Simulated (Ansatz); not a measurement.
The same path of C2H9AsSSi (14 atoms, charge 0, multiplicity 1) was run 3 times with different band settings. The coordinate that changes most is the dihedral C1–S2–Si3–C4.

These are results of Ansatz 0.2.0, RKS BLYP-D4/def2-SVP, not measurements.

Relaxed end points:

```xyz
14
Properties=species:S:1:pos:R:3
C -1.088 1.805 0.672
S 0.719 1.603 1.050
Si 0.808 -0.560 1.212
C 0.283 -1.395 -0.408
As 1.153 -0.542 -2.034
H -1.351 1.332 -0.293
H -1.275 2.892 0.599
H -1.716 1.387 1.482
H -0.069 -1.049 2.333
H 2.243 -0.853 1.524
H -0.819 -1.393 -0.516
H 0.612 -2.456 -0.387
H 0.126 0.604 -2.153
H 0.361 -1.404 -3.052
```

```xyz
14
Properties=species:S:1:pos:R:3
C -0.595 2.177 0.644
S -1.374 0.638 1.338
Si 0.300 -0.743 1.236
C 0.484 -1.598 -0.450
As 0.541 -0.330 -2.030
H 0.307 2.456 1.221
H -1.352 2.978 0.744
H -0.334 2.065 -0.424
H 0.031 -1.781 2.285
H 1.558 0.012 1.560
H -0.339 -2.325 -0.588
H 1.441 -2.161 -0.455
H -0.965 0.006 -1.954
H 0.285 -1.422 -3.097
```

Common settings: movable images 7; climbing image yes; start path through a guess of the saddle point; force threshold 0.03 eV/Å; iteration limit 60; end points relaxed.

| run | spring | optimiser | largest step |
| --- | --- | --- | --- |
| 1 | 5.0 eV/Å² | quadratic models (default) | default |
| 2 | 5.0 eV/Å² | fire | 0.5 Å |
| 3 | 50.0 eV/Å² | quadratic models (default) | default |

**Question.** What does each run give, and how far can it be trusted?

**Answer.** Run 1: converged after 22 iterations, highest image 0.095 eV above the first end. The profile has 2 maxima (images 3, 7) with wells between them (image 5): this band takes more than one step, which may be the mechanism or a detour left from its start path. A vibrational analysis at the climbing image gives one clearly imaginary mode, 56i cm⁻¹: a first-order saddle point.
Run 2: converged after 57 iterations, highest image 0.099 eV above the first end. The profile has 2 maxima (images 3, 6) with wells between them (image 5): this band takes more than one step, which may be the mechanism or a detour left from its start path. The order of the stationary point at the top wasn't checked.
Run 3: converged after 22 iterations, highest image 0.095 eV above the first end. The profile has 2 maxima (images 3, 7) with wells between them (image 5): this band takes more than one step, which may be the mechanism or a detour left from its start path. Another band between the same ends (7 images) ends at a top of the same energy, where a vibrational analysis finds 1 clearly imaginary mode.
